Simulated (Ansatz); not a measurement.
Reactions of F₂H₅NO₂Si₂ (`O[SiH](O)N[SiH](F)F`).

Computed with Ansatz on PBE0-D4/def2-TZVP structures; ΔE is electronic, products minus reactants. CBS: MP2 limit from def2 TZ/QZ plus the TZ coupled-cluster correction, frozen cores. This one scheme is used for every species. One conformer a species, not always the lowest.

**Question.** Order these by ΔE at CCSD(T)/CBS, lowest first. (Best estimate.)
A. `O[SiH](O)N[SiH](F)F` → `F[Si]F` + `N[SiH](O)O`
B. `O[SiH](O)N[SiH](F)F` + `O[SiH2]F` → `F[SiH](F)F` + `O[SiH2]N[SiH](O)O`
C. `O[SiH](O)N[SiH](F)F` + `C[SiH2]F` → `F[SiH2]C[SiH](F)F` + `N[SiH](O)O`
D. `O[SiH](O)N[SiH](F)F` + H₂S → `O[SiH](O)S` + `N[SiH](F)F`

**Answer.** B (-0.6 kJ/mol), D (+16.6 kJ/mol), C (+70.3 kJ/mol), A (+230.0 kJ/mol).

Largest T1 diagnostic: 0.015, for `F[Si]F`.
